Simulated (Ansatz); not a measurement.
Mulliken charges of C₃H₃F₃O (`FC(F)[C@H]1O[C@H]1F`) from B3LYP/def2-TZVPP in Ansatz (PBE0-D4/def2-TZVP geometry).

```json
{"atom": "F1", "x (Å)": "-0.144", "y (Å)": "-1.861", "z (Å)": "0.993", "charge (e)": "-0.203"}
{"atom": "C2", "x (Å)": "0.508", "y (Å)": "-1.103", "z (Å)": "0.078", "charge (e)": "0.322"}
{"atom": "F3", "x (Å)": "1.831", "y (Å)": "-1.366", "z (Å)": "0.199", "charge (e)": "-0.200"}
{"atom": "C4", "x (Å)": "0.254", "y (Å)": "0.341", "z (Å)": "0.388", "charge (e)": "0.037"}
{"atom": "O5", "x (Å)": "0.526", "y (Å)": "1.259", "z (Å)": "-0.679", "charge (e)": "-0.305"}
{"atom": "C6", "x (Å)": "-0.787", "y (Å)": "1.070", "z (Å)": "-0.316", "charge (e)": "0.254"}
{"atom": "F7", "x (Å)": "-1.553", "y (Å)": "0.425", "z (Å)": "-1.221", "charge (e)": "-0.208"}
{"atom": "H8", "x (Å)": "0.185", "y (Å)": "-1.390", "z (Å)": "-0.925", "charge (e)": "0.080"}
{"atom": "H9", "x (Å)": "0.581", "y (Å)": "0.656", "z (Å)": "1.377", "charge (e)": "0.118"}
{"atom": "H10", "x (Å)": "-1.319", "y (Å)": "1.917", "z (Å)": "0.108", "charge (e)": "0.104"}
```

Q: By hand: the dipole of these point charges (1 e Å = 4.8032 D).

A: Σ q r = (-0.255, 0.273, 0.279) e Å, of length 0.466 e Å = 2.24 D.

Q: How does the dipole of the full density compare? (Estimate.)

A: The calculation gave: (-0.222, 0.277, 0.182) e Å, 1.92 D; the point charges give 1.17 times that, at 10° from its direction.

Point charges leave out the atoms' own dipoles, such as those of lone pairs, and Mulliken's split depends on the basis, so the two needn't agree.

B3LYP here is the variant with VWN-RPA as its local correlation; programs differ in this.
